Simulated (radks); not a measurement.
Dipole-allowed excitations along the series with 12 electrons in [Ne] 3s2. Calculated with a radial shooting solver on a logarithmic mesh with Libxc functionals: non-relativistic Kohn-Sham, LB94 model potential, spin-unpolarised, spherical densities, point nucleus. Time-dependent linear response with the Hartree and adiabatic LDA kernel, continuum included through the Sternheimer equations. Lines are the poles of the dipole polarisability below minus the highest occupied eigenvalue, found on a grid refined at the orbital gaps; the lowest seven at most are given, and weak or close lines can be missed. The first line takes the name of the lowest orbital gap if no other gap lies below it; otherwise a line is named after a gap within 0.6 % of it, if that gap stands alone.

| species | -e(HOMO) (eV) | lowest orbital gap (eV) | first line (eV) | f | strongest line (eV) | its f | static alpha (bohr^3) |
|---|---|---|---|---|---|---|---|
| Co15+ | 509.20 | 3s-3p 34.220 | 43.290 (3s-3p) | 0.670 | the first | 0.670 | 0.2773 |
| Ni16+ | 567.09 | 3s-3p 36.204 | 45.750 (3s-3p) | 0.642 | the first | 0.642 | 0.2377 |
| Cu17+ | 628.00 | 3s-3p 38.187 | 48.207 (3s-3p) | 0.617 | the first | 0.617 | 0.2054 |
| Zn18+ | 691.95 | 3s-3p 40.169 | 50.663 (3s-3p) | 0.593 | the first | 0.593 | 0.1787 |
| Ga19+ | 758.93 | 3s-3p 42.151 | 53.115 (3s-3p) | 0.571 | the first | 0.571 | 0.1564 |
| Ge20+ | 828.93 | 3s-3p 44.131 | 55.567 (3s-3p) | 0.551 | 405.97 (3s-4p) | 0.573 | 0.1377 |
